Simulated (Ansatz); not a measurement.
Reactions of C2H6ClNOSi, SMILES `CNC(=O)[SiH2]Cl`.

Calculated with Ansatz (gas phase, PBE0-D4/def2-TZVP geometries, no zero-point term in ΔE). CCSD(T)/CBS is the MP2 limit (def2-TZVPP, def2-QZVPP) plus CCSD(T) − MP2 in def2-TZVPP, frozen cores. This one scheme is used for every species. For Ga outer-core shells are correlated without core-valence functions, which leaves a few kJ/mol of doubt a bond. Scalar relativity is left out up to krypton. One conformer a species, not always the lowest.

Q: Order these by ΔE at CCSD(T)/CBS, lowest first. (Best estimate.)
A. `CNC(=O)[SiH2]Cl` + `C[SiH](O)Cl` → `CO[SiH](C)Cl` + `NC(=O)[SiH2]Cl`
B. `CNC(=O)[SiH2]Cl` + `C[SiH2]O` → `O[SiH2][SiH2]Cl` + `CNC(C)=O`
C. `CNC(=O)[SiH2]Cl` + `CO[SiH2]S` → `CO[SiH2]S[SiH2]Cl` + `CNC=O`
D. `CNC(=O)[SiH2]Cl` + `C=[CH][AlH][CH3]` → `C=[CH][AlH][SiH2]Cl` + `CNC(C)=O`
E. `CNC(=O)[SiH2]Cl` + `[CH3][GaH][CH2]F` → `F[CH2][GaH][SiH2]Cl` + `CNC(C)=O`

A: C (-18.3 kcal/mol), E (-1.0 kcal/mol), D (+2.4 kcal/mol), B (+6.1 kcal/mol), A (+8.6 kcal/mol).

Largest T1 diagnostic: 0.015, for `NC(=O)[SiH2]Cl`.
